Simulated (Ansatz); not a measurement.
Consider the substitution at a C–Si bond: `C[SiH2]C1=C[SiH2]1` + `[F][Ga]([F])[SH]` → `C[S][Ga]([F])[F]` + `[SiH3]C1=C[SiH2]1`.

Calculated with Ansatz (gas phase, PBE0-D4/def2-TZVP geometries, no zero-point term in ΔE). CCSD(T)/CBS is the MP2 limit (def2-TZVPP, def2-QZVPP) plus CCSD(T) − MP2 in def2-TZVPP, frozen cores. Functionals use def2-TZVPP. For Ga outer-core shells are correlated without core-valence functions, which leaves a few kJ/mol of doubt a bond. Scalar relativity is left out up to krypton. Each species was taken in one conformer, which may not be the lowest.

| level | ΔE (eV) |
| --- | --- |
| r2SCAN-D4 | 0.62 |
| B2PLYP | 0.60 |
| PBE | 0.57 |
| PBE0 | 0.60 |
| SCS-MP2/def2-TZVPP | 0.60 |
| CCSD(T)/def2-TZVPP | 0.63 |
| MP2/def2-QZVPP | 0.63 |
| CCSD/CBS(def2) | 0.61 |

What does CCSD(T)/CBS give? (Estimate.)

Computed: +0.61 eV. The listed levels differ from it by 0.01, -0.01, -0.04, -0.01, -0.01, 0.02, 0.02, 0.00 eV.

Largest T1 diagnostic among the species: 0.014.

In def2-TZVPP, CCSD(T) changes the Hartree–Fock value by +0.04 eV (the triples alone add −0.01 eV) and MP2 by +0.05 eV.
